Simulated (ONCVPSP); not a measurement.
# An odd input for ONCVPSP 4.0.1 (Er (Z = 68))

Command:

```bash
oncvpspr.x < Er.dat > Er.out
```

Input:

```
# ATOM AND REFERENCE CONFIGURATION
# atsym  z   nc   nv     iexc    psfile
  Er 68.00    9    5        4      upf
#
#   n    l    f
    1    0    2.00
    2    0    2.00
    2    1    6.00
    3    0    2.00
    3    1    6.00
    3    2   10.00
    4    0    2.00
    4    1    6.00
    4    2   10.00
    4    3   11.50
    5    0    2.00
    5    1    6.00
    5    2    0.50
    6    0    2.00
#
# PSEUDOPOTENTIAL AND OPTIMIZATION
# lmax
    3
#
#   l,   rc,      ep,       ncon, nbas, qcut
    0    2.25    0.00    4    8    6.50
    1    1.40    0.00    3    6    5.60
    2    3.55    0.00    4    8    3.90
    3    0.80    0.00    3    7   23.90
#
# LOCAL POTENTIAL
# lloc, lpopt,  rc(5),   dvloc0
    4    5    0.55    1.00
#
# VANDERBILT-KLEINMAN-BYLANDER PROJECTORs
# l, nproj, debl
    0    2    2.00
    1    2    1.30
    2    2    1.20
    3    1    1.40
#
# MODEL CORE CHARGE
# icmod, fcfact, rcfact
    3    1.75    1.35
#
# LOG DERIVATIVE ANALYSIS
# epsh1, epsh2, depsh
    5.00   -3.00    0.02
#
# OUTPUT GRID
# rlmax, drl
    6.00    0.01
#
# TEST CONFIGURATIONS
# ncnf
    4
# nvcnf
#   n    l    f
    5
    4    3   12.00
    5    0    2.00
    5    1    6.00
    5    2    0.00
    6    0    2.00
#
    5
    4    3   12.00
    5    0    2.00
    5    1    6.00
    5    2    0.00
    6    0    1.00
#
    5
    4    3   12.00
    5    0    2.00
    5    1    6.00
    5    2    0.00
    6    0    0.00
#
    5
    4    3   12.00
    5    0    2.00
    5    1    5.00
    5    2    0.00
    6    0    2.00
#
```

This is an input that runs to its end, with one change: epsh1 and epsh2 swapped. The unchanged file is no sound one. Note: ghosts flagged at negative energy: s at -995.3 eV, p3/2 at -465.6 eV, d5/2 at -157.6 eV, p1/2 at -415.9 eV, d3/2 at -149.6 eV; GHOST(+) flagged for s at 27.0 eV. A true bound ghost makes a file unfit for plane-wave use.

Task: How does the run end?

Result: The program refuses the input: "test_data: must have epsh2 > epsh1".

```
ONCVPSP  (Optimized Norm-Conservinng Vanderbilt PSeudopotential)
relativistic version 4.0.1

test_data: must have epsh2 > epsh1
ERROR: test_data found   1 ERROR; stopping
```
